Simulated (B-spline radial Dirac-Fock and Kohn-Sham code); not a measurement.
# Auger decay of the N1 hole in Hf⁴⁺

System: the Hf⁴⁺ ion in the configuration [Xe] 4f14.

Method: a relativistic independent-particle model: LDA orbitals of the hole state, radiative multipoles to third order, Auger rates from the Coulomb interaction with a continuum orbital, Dirac-Fock energies. Computed with a radial B-spline solver. Kinetic energies are configuration averages from the vacuum level; the two-hole energies are estimated from single-hole states.

```tsv
transition	kinetic energy (eV)	width (meV)	share (%)
N1-N2N6	5.38	272	2.5
N1-N2N7	5.90	279	2.5
N1-N3O1	16.37	788	7.1
N1-N3O2	48.59	834	7.5
N1-N3O3	57.87	1020	9.2
N1-N3N6	62.97	1940	17.5
N1-N3N7	65.30	2430	22.0
N1-N4O1	176.9	250	2.3
N1-N5O1	187.5	359	3.2
N1-N4N7	225.3	180	1.6
N1-N5N6	234.4	206	1.9
N1-N5N7	237.7	180	1.6
N1-N6O1	387.3	243	2.2
N1-N7O1	389.0	316	2.9
N1-N6N7	436.5	252	2.3
N1-N7N7	438.7	189	1.7
```

Coster-Kronig rates are the weakest part of this model and often come out 1.5 to 2.5 times too large. Super-Coster-Kronig decay this fast strains the one-particle picture, and such widths tend to come out too large. The listed channels hold 88 % of the non-radiative rate. Summed by principal shells, of 11.1 eV in all: NNN 58.1 %, NNO 41.2 %, NOO 0.7 %.
